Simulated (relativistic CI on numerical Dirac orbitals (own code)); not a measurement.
# Cr13+: sensitivity of the levels to the model

Base calculation: Dirac-Coulomb-Breit CI, KLI orbitals optimised for each configuration, model QED (radiative potential, 1s self-energy scaled to tabulated hydrogen-like ionisation energies), unscaled Slater integrals.

Configuration list (outside the closed core [Ne]): 3s, 3p, 3d, 4s, 4p, 4d, 4f, 5s, 5p, 5d, 5f, 5g, 6s, 6p, 6d, 7s, 7p. Levels of other configurations are missing.

Variants: (1) P86 correlation estimate; (2) configuration mixing switched off; (3) Breit term removed. Shifts of the energy above 3s 2S_1/2, in cm⁻¹, for the lowest level and the first level of each name with at least 55 % of one term (blank where a level changes its place among those of its configuration and J or its character, or is not in the variant):

```tsv
Level	Base	Δ(1)	Δ(2)	Δ(3)
3s 2S_1/2	0	0	0	0
3p 2P°_1/2	243217	+822	+9	-396
3p 2P°_3/2	256957	+822	+3	+39
3d 2D_3/2	588821	-177	+15	+400
3d 2D_5/2	590422	-177	+9	+641
4s 2S_1/2	1475390	-1289	-18	+461
4p 2P°_1/2	1570985	-1172	-19	+290
4p 2P°_3/2	1576284	-1172	-18	+469
4d 2D_3/2	1697458	-2214	-26	+595
4d 2D_5/2	1698205	-2214	-23	+695
4f 2F°_5/2	1745722	-1248	-15	+728
4f 2F°_7/2	1746004	-1248	-15	+736
5s 2S_1/2	2098200	-937	-20	+603
5p 2P°_1/2	2145107	-887	-24	+516
```

At this charge energies of transitions that change n are usually good to better than 1 %, and those within a shell (Δn = 0) to a few per cent.

Ionisation energy from the two ground configurations alone: base 383.49 eV; P86 correlation estimate 383.723 eV; Breit term removed 383.58 eV. The NIST ASD value (semi-empirical) is 384.163 eV.
